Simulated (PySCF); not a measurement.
Isomers of C5H16SSi2, mass 164.051 u with the commonest isotopes. Computed with PBE0/pcSseg-1 in PySCF (dipole) on a GFN2-xTB geometry, gas phase. One conformer each, none proved a minimum here; rigid rotors.

**Question.** Order these by out-of-plane moment Σ m c² = (Ia + Ib − Ic)/2, largest first.
A. `[CH3:1][Si@@H:2]([S:3][SiH3:4])[C:5]([CH3:6])([CH3:7])[CH3:8]` with C1–Si2–S3–Si4 -53°
B. `[CH3:1][SiH2:2][SiH2:3][CH2:4][C@H:5]([CH3:6])[CH2:7][SH:8]` with C1–Si2–Si3–C4 -171°, Si2–Si3–C4–C5 -45°, Si3–C4–C5–C6 -61°, C4–C5–C7–S8 -173°, C5–C7–S8–H 60°
C. `[CH3:1][CH2:2][Si@@H:3]([S:4][SiH3:5])[CH:6]([CH3:7])[CH3:8]` with C1–C2–Si3–S4 -173°, C2–Si3–S4–Si5 -51°, C2–Si3–C6–C7 -179°

**Answer.** A (70.93 u·Å²), C (64.39 u·Å²), B (61.34 u·Å²).

**Question.** Order these by rotational constant B, smallest first.
A. `[CH3:1][CH2:2][Si@@H:3]([S:4][SiH3:5])[CH:6]([CH3:7])[CH3:8]` with C1–C2–Si3–S4 -173°, C2–Si3–S4–Si5 -51°, C2–Si3–C6–C7 -179°
B. `[CH3:1][SiH2:2][SiH2:3][CH2:4][C@H:5]([CH3:6])[CH2:7][SH:8]` with C1–Si2–Si3–C4 -171°, Si2–Si3–C4–C5 -45°, Si3–C4–C5–C6 -61°, C4–C5–C7–S8 -173°, C5–C7–S8–H 60°
C. `[CH3:1][Si@@H:2]([S:3][SiH3:4])[C:5]([CH3:6])([CH3:7])[CH3:8]` with C1–Si2–S3–Si4 -53°

**Answer.** B (440.7 MHz), C (666.8 MHz), A (797.3 MHz).

**Question.** Order these by rotational constant A, smallest first.
A. `[CH3:1][Si@@H:2]([S:3][SiH3:4])[C:5]([CH3:6])([CH3:7])[CH3:8]` with C1–Si2–S3–Si4 -53°
B. `[CH3:1][CH2:2][Si@@H:3]([S:4][SiH3:5])[CH:6]([CH3:7])[CH3:8]` with C1–C2–Si3–S4 -173°, C2–Si3–S4–Si5 -51°, C2–Si3–C6–C7 -179°
C. `[CH3:1][SiH2:2][SiH2:3][CH2:4][C@H:5]([CH3:6])[CH2:7][SH:8]` with C1–Si2–Si3–C4 -171°, Si2–Si3–C4–C5 -45°, Si3–C4–C5–C6 -61°, C4–C5–C7–S8 -173°, C5–C7–S8–H 60°

**Answer.** B (1364 MHz), A (2084 MHz), C (2184 MHz).

| SMILES | point group | Ia (u·Å²) | Ib (u·Å²) | Ic (u·Å²) | κ | μa (D) | μb (D) | μc (D) |
| --- | --- | --- | --- | --- | --- | --- | --- | --- |
| C[SiH2][SiH2]C[C@H](C)CS | C1 | 231.43 | 1146.83 | 1255.59 | -0.96 | 1.63 | 0.38 | 0.67 |
| C[Si@@H](S[SiH3])C(C)(C)C | C1 | 242.49 | 757.94 | 858.57 | -0.90 | 0.41 | 1.63 | 0.21 |
| CC[Si@@H](S[SiH3])C(C)C | C1 | 370.54 | 633.87 | 875.62 | -0.44 | 0.55 | 1.74 | 0.21 |
